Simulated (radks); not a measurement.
Task: Cd V, configuration [Ar] 3d10 4s1.5 4p6 4d8 5p0.5 (fractional occupations, a model configuration). All-electron calculation, scalar-relativistic Kohn-Sham, LDA (Slater exchange, Perdew-Wang correlation), spin-polarised, spherical densities, finite nucleus; open shells are filled with parallel spins first (spin-orbit coupling, left out, can overturn this in heavy ions); Fermi nuclear charge, rms radius 4.6087 fm. Program: a radial shooting solver on a logarithmic mesh with Libxc functionals. Some entries of the table are withheld. Estimate them.

| orbital | occ. | eigenvalue (eV) | <r> (bohr) | r(max) (bohr) |
|---|---|---|---|---|
| 1s up | 1 | -26553.98 | 0.03043 | 0.01970 |
| 1s down | 1 | -26553.76 | 0.03043 | 0.01970 |
| 2s up | 1 | -3995.853 | 0.1318 | 0.1114 |
| 2s down | 1 | -3995.223 | 0.1318 | 0.1113 |
| 2p up | 3 | -3594.198 | 0.1149 | 0.08900 |
| 2p down | 3 | -3593.664 | 0.1149 | 0.08900 |
| 3s up | 1 | -793.9470 | 0.3589 | 0.3242 |
| 3s down | 1 | -793.3939 | 0.3588 | 0.3242 |
| 3p up | 3 | -662.1823 | 0.3575 | 0.3173 |
| 3p down | 3 | -661.5935 | 0.3573 | 0.3173 |
| 3d up | 5 | -455.3558 | 0.3348 | 0.2653 |
| 3d down | 5 | -454.6553 | 0.3346 | 0.2654 |
| 4s up | 1 | (1) | 0.8667 | 0.7907 |
| 4s down | 0.5 | (2) | 0.8670 | 0.7902 |
| 4p up | 3 | -125.4676 | (3) | 0.8372 |
| 4p down | 3 | -123.1355 | (4) | 0.8369 |
| 4d up | 5 | -67.4355 | 1.130 | 0.9454 |
| 4d down | 3 | -65.2622 | 1.136 | 0.9471 |
| 5p up | 0.5 | (5) | 2.364 | 2.164 |
| 5p down | 0 | (6) | 2.390 | 2.177 |

Result: 
(1) 4s up eigenvalue (eV): -165.0858
(2) 4s down eigenvalue (eV): -162.7231
(3) 4p up <r> (bohr): 0.9361
(4) 4p down <r> (bohr): 0.9372
(5) 5p up eigenvalue (eV): -37.1903
(6) 5p down eigenvalue (eV): -35.9335
